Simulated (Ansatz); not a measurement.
Relaxation of AsGaH6S (9 atoms, charge 0, multiplicity 1), to a largest force component of 0.03 eV/Å in at most 50 steps.

The calculation used UKS B3LYP/def2-SVP (Ansatz 0.2.0).

```xyz
9
Properties=species:S:1:pos:R:3
Ga -1.579 0.002 -0.223
S 1.733 -0.333 -1.495
H -2.215 -1.312 -0.806
H -1.858 1.414 -0.865
H 1.391 -0.386 -0.179
As -0.452 -0.075 1.919
H 1.944 1.003 -1.451
H 0.424 -1.271 1.552
H 0.612 0.957 1.549
```

**Question.** Where does it end, and by what steps?

**Answer.** The run converged. The force dipped under the threshold on the way, but the program's further checks kept it going. After 14 steps the energy has fallen by 0.303 eV; H5 moved furthest, 1.00 Å.

```json
{"step": "0", "energy less start (eV)": "0.0000", "largest force component (eV/Å)": "0.457", "accepted": "yes"}
{"step": "1", "energy less start (eV)": "-0.0684", "largest force component (eV/Å)": "0.818", "accepted": "yes"}
{"step": "2", "energy less start (eV)": "-0.1102", "largest force component (eV/Å)": "1.395", "accepted": "yes"}
{"step": "3", "energy less start (eV)": "-0.2039", "largest force component (eV/Å)": "1.076", "accepted": "yes"}
{"step": "4", "energy less start (eV)": "-0.2508", "largest force component (eV/Å)": "0.623", "accepted": "yes"}
{"step": "5", "energy less start (eV)": "-0.2663", "largest force component (eV/Å)": "0.178", "accepted": "yes"}
{"step": "6", "energy less start (eV)": "-0.2814", "largest force component (eV/Å)": "0.178", "accepted": "yes"}
{"step": "7", "energy less start (eV)": "-0.2944", "largest force component (eV/Å)": "0.081", "accepted": "yes"}
{"step": "8", "energy less start (eV)": "-0.2974", "largest force component (eV/Å)": "0.101", "accepted": "yes"}
{"step": "9", "energy less start (eV)": "-0.3010", "largest force component (eV/Å)": "0.020", "accepted": "yes"}
{"step": "10", "energy less start (eV)": "-0.3011", "largest force component (eV/Å)": "0.130", "accepted": "yes"}
{"step": "11", "energy less start (eV)": "-0.3022", "largest force component (eV/Å)": "0.012", "accepted": "yes"}
{"step": "12", "energy less start (eV)": "-0.3024", "largest force component (eV/Å)": "0.020", "accepted": "yes"}
{"step": "13", "energy less start (eV)": "-0.3024", "largest force component (eV/Å)": "0.090", "accepted": "no"}
{"step": "14", "energy less start (eV)": "-0.3026", "largest force component (eV/Å)": "0.013", "accepted": "yes"}
```

```xyz
9
Properties=species:S:1:pos:R:3
Ga -1.266 0.009 -0.334
S 1.113 -0.060 -1.671
H -1.771 -1.363 -0.930
H -1.701 1.381 -0.984
H 1.731 -0.990 -0.904
As -0.635 0.041 2.053
H 1.707 0.966 -1.018
H 0.379 -1.100 1.917
H 0.443 1.116 1.871
```

Whether the end is a true minimum wasn't checked by a vibrational analysis.

The run took 80 s on 4 threads of Arm Neoverse N1, with other jobs on the host, peak memory 0.43 GiB.
